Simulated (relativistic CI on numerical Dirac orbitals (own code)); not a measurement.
**d1 to d9 in one tetrahedral field**

Computed with a parametric ligand-field model without spin-orbit coupling, by exact diagonalisation: B = 620, C = 2670, 10Dq = -6100 cm⁻¹ (Td; |10Dq|/B = 9.8) for every shell. Energies in cm⁻¹; the field energy is (0.6 n_e − 0.4 n_t2) × 10Dq of the ground term; g labels are left out.

```
Shell  Ground term  Electrons in e  Field energy  First spin-allowed bands  Lowest term of other spin
   d1           2E           1.000         -3660                  2T2 6100                           
   d2          3A2           2.000         -7320       3T2 6100, 3T1 10071                    1E 9950
   d3          4T1           1.922         -4402       4T2 5324, 4A2 11424                    2E 6440
   d4            ?               ?             ?                         ?                          ?
   d5          6A1           2.000             0                      none                  4T1 15275
   d6           5E           3.000         -3660                  5T2 6100                   3T1 9219
   d7          4A2           4.000         -7320       4T2 6100, 4T1 10071                   2E 12145
   d8          3T1           3.922         -4402       3T2 5324, 3A2 11424                   1T2 9403
   d9          2T2           4.000         -2440                   2E 6100
```

(1) Fill in the row of d4.

Results:

(1) Ground term: 5T2; Electrons in e: 2.000; Field energy: -2440; First spin-allowed bands: 5E 6100; Lowest term of other spin: 3T1 8759. Every shell keeps the spin of the free ion. Tetrahedral fields of 3d complexes are almost always too weak to pair spins. High-spin d^(n+5) repeats the spin-allowed bands of d^n, since the half-filled shell is spherical.
